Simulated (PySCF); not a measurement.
CH₄OSeTe, SMILES [Te]([SeH])OC. Geometry: PBE0-D3(BJ)/def2-SVP. This is a generated structure with no PubChem entry under its InChIKey; it may be hypothetical. The def2 effective core potentials stand for the cores of Te; spin–orbit coupling is left out. The values are those of a single conformer.

Task: Give the equilibrium geometry at PBE0-D3(BJ)/def2-SVP (PySCF confirms it by a frequency run) as bond lengths and angles. (Estimate from the structure and the level; the computed values follow.)

Result: This is not unique; one that fits is 
Atoms: Te1 O2 C3 H4 H5 H6 Se7 H8. Bond lengths (Å): Te1–O2 1.999, Te1–Se7 2.508, O2–C3 1.402, C3–H4 1.107, C3–H5 1.102, C3–H6 1.106, Se7–H8 1.476. Angles (°): O2–Te1–Se7 101.2, Te1–O2–C3 117.4, O2–C3–H4 112.2, O2–C3–H5 107.0, O2–C3–H6 113.0, H4–C3–H5 107.8, H4–C3–H6 108.2, H5–C3–H6 108.4, Te1–Se7–H8 97.1.
